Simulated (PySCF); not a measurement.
Fill in the blanks.

Compound: C4H9O2PSi2.
InChI=1S/C4H9O2PSi2/c1-2-3(5)4(6)8-9-7/h2H,1,7-9H2

```tsv
property	level	value
point group of the GFN2-xTB geometry	GFN2-xTB	?
rotational constants A, B, C of the GFN2-xTB geometry	GFN2-xTB	2.220, 0.418, 0.378 GHz
dipole moment	PBE0/pcSseg-1	2.88 D
HOMO energy	PBE0/pcSseg-1	-6.80 eV
LUMO energy	PBE0/pcSseg-1	?
13C chemical shifts (computed TMS as zero) by class	GIAO PBE0/pcSseg-1	?
1H chemical shifts (computed TMS as zero) by class	GIAO PBE0/pcSseg-1	7.52 (1 H), 7.04 (1 H), 6.64 (1 H), 4.34 (2 H), 4.05 (2 H), 1.08 (2 H) ppm
isotropic shieldings of nuclei other than C and H, by class	GIAO PBE0/pcSseg-1	?
```

Electronic properties: PySCF, gas phase, density fitting. One conformer (not necessarily the lowest) at the GFN2-xTB geometry, without solvent or vibrations. NMR classes are plain means over equivalent atoms (diastereotopic ones count apart unless rotation or inversion swaps them), as if these changed places fast; in this geometry the members of some classes differ.

Problem. Give the LUMO energy.

Solution. -3.22 eV.

Problem. What are the 13C chemical shifts (computed TMS as zero) by class?

Solution. 250.3 (1 C), 191.3 (1 C), 148.5 (1 C), 132.9 (1 C) ppm.

Problem. Give the point group of the GFN2-xTB geometry.

Solution. C1.

Problem. What are the isotropic shieldings of nuclei other than C and H, by class?

Solution. -552 (1 O), -264 (1 O), 424 (1 Si), 428 (1 Si), 612 (1 P) ppm.

The rotational constants make it an asymmetric top with κ = (2B − A − C)/(A − C) = -0.96, nearer the prolate limit (−1). In atomic units the dipole is 1.13 e·bohr (1 au = 2.5417 D). With B = h/(8π²I), that is 505.379 GHz u Å² over I, the principal moments of inertia are 227.6, 1208.6 and 1335.8 u Å² (most abundant isotopes).
